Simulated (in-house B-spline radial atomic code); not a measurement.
As⁴⁺. Computed with a B-spline radial atomic code. Model: all-electron spherical atom, spin shells full or empty, radial basis limit, no spin-orbit coupling: exact exchange with a local potential (Slater, KLI or optimised effective potential, whose far tail is KLI's), no correlation.

Empty minority-spin level lies below the highest occupied level: each spin potential is zero at infinity, spin occupations fixed.

The run also made RPA and GW results, which its time includes.

The Slater potential averages the orbital exchange potentials with the orbital densities as weights, KLI adds orbital constants, and the optimised effective potential minimises the exact-exchange energy among local potentials. So their energies lie above Hartree-Fock in the order OEP, KLI, Slater. All fall off as −1/r, unlike LDA and GGA exchange.

Command:
```bash
python run_gw.py task.json out
```
Settings (lengths in bohr, energies in hartree):
```
Z                      33
electrons              29
configuration          [Ar] 3d10 4s1
hamiltonian            nr
method                 kli
lmax                   9
spin_polarised         True
box_radius             11.96
intervals              71
ion_configuration      [Ar] 3d10
```

Cost of the run: 6.5 s on 1 thread of Intel(R) Xeon(R) Platinum 8488C (Sapphire Rapids) (shared host).

Given: hamiltonian non-relativistic; mean-field start exchange-only KLI.

Computed: energy above Hartree-Fock 10.774 millihartree; virial ratio -E/T less 1 0.000632.

| radius (bohr) | r times exchange potential up (hartree bohr) | r times exchange potential down (hartree bohr) |
| --- | --- | --- |
| 0.00152 | -0.039359 | -0.039841 |
| 0.00187 | -0.048369 | -0.048962 |
| 0.00232 | -0.059909 | -0.060645 |
| 0.00286 | -0.073674 | -0.074581 |
| 0.00354 | -0.090858 | -0.091982 |
| 0.00438 | -0.11181 | -0.1132 |
| 0.00541 | -0.13702 | -0.13874 |
| 0.00669 | -0.1675 | -0.16963 |
| 0.00827 | -0.20364 | -0.20628 |
| 0.0102 | -0.24533 | -0.24859 |
| 0.0126 | -0.29309 | -0.29715 |
| 0.0156 | -0.34615 | -0.35121 |
| 0.0193 | -0.40132 | -0.40763 |
| 0.0239 | -0.45473 | -0.46263 |
| 0.0295 | -0.49925 | -0.50914 |
| 0.0365 | -0.52876 | -0.54122 |
| 0.0451 | -0.53714 | -0.55286 |
| 0.0558 | -0.52993 | -0.5498 |
| 0.069 | -0.53864 | -0.56342 |
| 0.0853 | -0.60654 | -0.63679 |
| 0.105 | -0.72399 | -0.76061 |
| 0.13 | -0.84712 | -0.89223 |
| 0.161 | -0.92576 | -0.98223 |
| 0.199 | -0.9266 | -0.99819 |
| 0.246 | -0.85585 | -0.9473 |
| 0.305 | -0.84061 | -0.95457 |
| 0.377 | -1.0165 | -1.1543 |
| 0.465 | -1.2381 | -1.4086 |
| 0.575 | -1.3743 | -1.59 |
| 0.711 | -1.3688 | -1.6412 |
| 0.88 | -1.2258 | -1.565 |
| 1.09 | ? | ? |
| 1.34 | -0.87347 | -1.2651 |
| 1.66 | -0.88086 | -1.1498 |
| 2.05 | -0.93976 | -1.0826 |
| 2.54 | ? | ? |
| 3.14 | -0.99292 | -1.0262 |

(1) What belongs in the row 1.09?

(2) What belongs in the row 2.54?

| occupied | level (hartree) | Hartree-Fock level (hartree) |
| --- | --- | --- |
| 1s up | -425.9 | -434.48 |
| 1s down | -426.24 | -434.47 |
| 2s up | -55.169 | -58.172 |
| 2s down | ? | ? |
| 2p up | -49.551 | -52.016 |
| 2p down | -49.908 | -52.012 |
| 3s up | -8.842 | -9.8792 |
| 3s down | ? | ? |
| 3p up | -6.9345 | -7.7219 |
| 3p down | -7.3061 | -7.7103 |
| 3d up | -3.5778 | -3.9545 |
| 3d down | -3.9437 | -3.9468 |
| 4s up | -2.2399 | -2.2392 |

(3) What belongs in the row 2s down?

(4) What belongs in the row 3s down?

```json
{"empty": "4s down", "level (hartree)": "-2.4278"}
{"empty": "4p down", "level (hartree)": "-1.9664"}
{"empty": "4p up", "level (hartree)": "?"}
{"empty": "4d down", "level (hartree)": "-1.2905"}
{"empty": "4d up", "level (hartree)": "-1.2108"}
{"empty": "5s down", "level (hartree)": "-1.1373"}
{"empty": "5s up", "level (hartree)": "-1.0919"}
{"empty": "5p down", "level (hartree)": "?"}
{"empty": "5p up", "level (hartree)": "-0.93821"}
```

(5) What belongs in the row 4p up?

(6) What belongs in the row 5p down?

Answers

(1) r times exchange potential up (hartree bohr): -1.0127; r times exchange potential down (hartree bohr): -1.4145.

(2) r times exchange potential up (hartree bohr): -0.97789; r times exchange potential down (hartree bohr): -1.0461.

(3) level (hartree): -55.529; Hartree-Fock level (hartree): -58.16.

(4) level (hartree): -9.2144; Hartree-Fock level (hartree): -9.8487.

(5) level (hartree): -1.8158.

(6) level (hartree): -0.97857.

The highest level, 4s up, differs from Hartree-Fock by -0.02 eV and the deepest, 1s down, by +224 eV: a local potential can match the highest level but can't give each shell its own exchange.
